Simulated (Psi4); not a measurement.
Two rigid molecules brought together: H6B3N3 ··· H3O+ (SMILES B1NBNBN1 and [OH3+]) (charge +1). Monomers: optimised at B3LYP-D3(BJ) (def2-TZVP), held rigid. Orientation: lowest of the rigid-body minima from ten starts at GFN2-xTB. Only R, the distance of the centres of mass, is varied, so the lowest point isn't the relaxed dimer.

Method: SAPT0/jun-cc-pVDZ, frozen core (Psi4 1.11).

Components in kcal/mol:

```csv
R / Å,electrostatics,exchange,induction,dispersion,total
2.47,-32.19,99.18,-55.65,-12.38,-1.04
2.68,-23.73,57.16,-38.90,-8.31,-13.77
2.86,-17.94,34.81,-28.78,-5.90,-17.81
3.03,-13.73,21.45,-21.88,-4.28,-18.43
3.26,-9.66,10.93,-15.41,-2.78,-16.93
3.55,-6.46,4.55,-10.26,-1.64,-13.81
3.86,-4.42,1.73,-6.90,-0.96,-10.56
4.34,-2.68,0.37,-3.99,-0.44,-6.75
5.05,-1.52,0.04,-1.99,-0.16,-3.63
6.09,-0.82,0.00,-0.87,-0.05,-1.74
7.36,-0.46,0.00,-0.39,-0.02,-0.87
```
